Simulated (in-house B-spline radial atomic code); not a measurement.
The numbers below are computed, except where a source is named.
# Two electrons in Ge: a Gaussian well −V exp(−r²/w²) with V = 272 meV and w = 21.6 nm

For Ge the NSM archive of the Ioffe Institute lists m_l = 1.6 m0, m_t = 0.08 m0 and ε = 16.2; the model takes one isotropic valley with the conductivity mass 3/(1/m_l + 2/m_t) = 0.117 m0, and so misses anisotropy and the other valleys. All triplets below are those of one valley; with several valleys two electrons can form a triplet in the 1s orbital itself, at an energy set by the valley splitting.

Effective-mass model with parabolic bands, a uniform dielectric constant, no image charges, no central-cell or spin-orbit terms. Two-electron levels come from full CI in B-splines with partial waves to l = 5 (up to 0.001 effective hartree above the limit).

(1) What are the effective units, and what is the potential in them?

In these units the lowest s and p orbitals lie at -19.1055 and -16.9842, and their Coulomb and exchange integrals are J_ss = 1.1653, J_sp = 0.9612 and K_sp = 0.19. Full CI gives -37.1173 for the ground singlet, -35.3362 for the sp triplet, -35.0098 for the sp singlet and -33.3822 for the lowest triplet of two s orbitals.

(2) What does it cost to add the second electron, to first order and exactly?

(3) How far above the singlet do the triplets lie?

Answers

(1) Ha* = 27211.386 meV × 0.117/16.2² = 12.13 meV and a* = 0.0529177 nm × 16.2/0.117 = 7.327 nm. V = 22.4 Ha* and w = 2.95 a*.

(2) To first order E = 2ε_s + J_ss = -37.0457, so the charging energy E(2) − 2E(1) is J_ss = 14.14 meV. CI gives -37.1173 − 2 × (-19.1055) = 1.0938, or 13.27 meV: relaxation and correlation lower it by 0.868 meV, 6.1 % of J_ss. The s² configuration of one-electron orbitals holds 98.7 % of the state, and the mean radius is 5.94 nm. The second electron is bound by ε_s − E = 218.5 meV, against 231.8 meV for the first.

(3) To first order the sp triplet lies at ε_s + ε_p + J_sp − K_sp = -35.3185, which is 20.95 meV above 2ε_s + J_ss. CI gives -35.3362 − (-37.1173) = 1.7811, or 21.61 meV, 84 % of the orbital spacing of 25.73 meV. The ss triplet lies 45.31 meV up, so the lower of the two is the sp one, and its gap equals k_BT at 251 K. The sp singlet-triplet splitting is 3.96 meV, against 2K_sp = 4.61 meV.
